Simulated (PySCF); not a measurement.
Computed shifts of a molecule C₄H₅ClSi, PySCF with PBE/pcSseg-1, GIAO, gas phase, atoms alike by connectivity averaged where their shifts nearly agree, in ppm (number of nuclei): ¹³C: 152.2 (1), 135.8 (1), 97.6 (1), 88.7 (1). ²⁹Si: -18.1 (1). ¹H: 6.73 (1), 6.72 (1), 5.91 (2), 3.85 (1). References: ¹³C against TMS (σ = 182.0 ppm); ²⁹Si against TMS (σ = 335.4 ppm); ³⁵Cl against HCl (σ = 936.5 ppm); ¹H against TMS (σ = 31.49 ppm), references at their B3LYP-D3(BJ)/def2-TZVP geometries, non-relativistic (without spin–orbit terms, shifts of atoms bonded to Cl or Br come out too high). The structure is a stationary point at TPSSh-D3(BJ)/def2-SVP. Other conformers were not sampled.

### Question
Which molecule gave these data?
(A) C#C/C=C\[SiH2]Cl
(B) C#C[Si@H](Cl)C=C
(C) C#C/C([SiH3])=C\Cl
(D) [SiH3]C#C/C=C\Cl

### Answer
A, C#C/C=C\[SiH2]Cl
